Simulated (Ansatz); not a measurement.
Ansatz results at the PBE0-D4/def2-TZVP geometry: LUMO energy (PBE0/def2-TZVPP) -0.73 eV; size of the dipole moment (ωB97M-V/def2-TZVPP) 2.16 D; HOMO energy (PBE0/def2-TZVPP) -8.03 eV.

Each molecule was computed in one conformer, which needn't be the lowest.

Task: Which molecule gave them?
A. `O[SiH](O)[SiH](Cl)Cl`
B. `CO[SiH2]S[SiH2]Cl`
C. `N[Si@H](Cl)[Si@@H](N)F`
D. `N[SiH2]N[SiH](N)O`

Result: A. The others give `CO[SiH2]S[SiH2]Cl`: -0.34, 1.27, -7.75; `N[Si@H](Cl)[Si@@H](N)F`: -0.16, 2.85, -7.78; `N[SiH2]N[SiH](N)O`: 0.53, 2.81, -7.47.
